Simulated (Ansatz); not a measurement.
Consider the cleavage of the Si–Si bond: `O[SiH](F)[SiH2][SiH3]` + `CN[SiH2]O` → `CN([SiH2]O)[SiH](O)F` + `[SiH3][SiH3]`.

Computed with Ansatz on PBE0-D4/def2-TZVP structures; ΔE is electronic, products minus reactants. CCSD(T)/CBS adds triple-zeta CCSD(T) − MP2 to the extrapolated MP2 energy (def2 sets, frozen cores). DFT in def2-TZVPP. Each species was taken in one conformer, which may not be the lowest.

**Question.** Is it downhill or uphill in electronic energy at CCSD(T)/CBS, and by how much? (Estimate.)

**Answer.** The calculation gave: Downhill: ΔE = -88.3 kJ/mol.

**Question.** What do these levels give: PBE-D4, ωB97X-V, ωB97M-V, B2PLYP, r2SCAN, PBE0, HF/def2-TZVPP, CCSD/def2-TZVPP, CCSD(T)/def2-TZVPP, HF/def2-QZVPP, MP2/def2-QZVPP, HF/CBS(def2)? (An estimate is asked.)

**Answer.** Computed: PBE-D4 -64.7, ωB97X-V -84.6, ωB97M-V -91.3, B2PLYP -85.2, r2SCAN -82.3, PBE0 -69.2, HF/def2-TZVPP -94.9, CCSD/def2-TZVPP -92.0, CCSD(T)/def2-TZVPP -91.4, HF/def2-QZVPP -95.7, MP2/def2-QZVPP -95.4, HF/CBS(def2) -95.8 kJ/mol.

Largest T1 diagnostic among the species: 0.013.

The D4 term adds −9.0 kJ/mol with B3LYP and −4.6 kJ/mol with PBE0; it sums over pairs of atoms, weighted by their polarisabilities, and B3LYP, whose exchange is more repulsive, gets the larger term. From PBE to PBE0 (25 % exact exchange), in def2-TZVPP and without D4, ΔE moves by −10.2 kJ/mol.

B3LYP here is the variant with VWN-RPA as its local correlation; programs differ in this.
